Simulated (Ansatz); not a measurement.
This Ansatz (an electronic-structure program) input (CCSD(T)/jun-cc-pV(T+d)Z) gives -93.27710 Eh with 92 basis functions. A basis named .json is the Basis Set Exchange file of that set (core-valence sets with the plain set on hydrogen).

Ansatz 0.2 input:
```yaml
crystal:
  periodic: [false, false, false]
  atoms:
    - {symbol: C, position_ang: [0.08240624, 0.01268365, -0.29754794]}
    - {symbol: N, position_ang: [-0.17989939, -0.10153014, 0.81209123]}
    - {symbol: H, position_ang: [0.32661127, 0.11883667, -1.33063312]}
basis:
  gaussian:
    orbitals: jun-cc-pV_T+d_Z.json
magnetization: {spin_polarized: false}
correlation: {method: ccsd_t, electrons: outside_noble_gas}
```

Change:
```diff
- orbitals: jun-cc-pV_T+d_Z.json
+ orbitals: def2-QZVP.json
```

Q: What does the run give now?

A: -93.30126 Eh (CCSD(T)/def2-QZVP, 144 functions), a change of -24.16 mEh.
